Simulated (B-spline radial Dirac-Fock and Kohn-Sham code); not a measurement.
Method: the Dirac equation of a negative muon with reduced mass in the field of a spherical finite nucleus, with the Uehling potential to all orders; nuclear polarisation, deformation, hyperfine structure, self-energy, higher-order vacuum polarisation, relativistic recoil and electron screening are left out. Computed with a radial finite-basis atomic code. The nuclear charge is a Fermi distribution (skin thickness 2.3 fm).

Q: A muonic atom of atomic mass 51.94 u emits these computed lines: 2p3/2 → 1s1/2 1092 keV, 3d5/2 → 2p3/2 226.2 keV, 4f7/2 → 3d5/2 78.93 keV, 5g9/2 → 4f7/2 36.47 keV. Which element is it, and what rms charge radius was used?

A: Chromium (Z = 24, nuclide ⁵²Cr); the high transitions hardly feel the nucleus and fix Z. The 2p → 1s line lies 132.5 keV below the value for a point nucleus without QED, which for this nuclear model gives a radius near 3.65 fm (3.6452 fm was used).
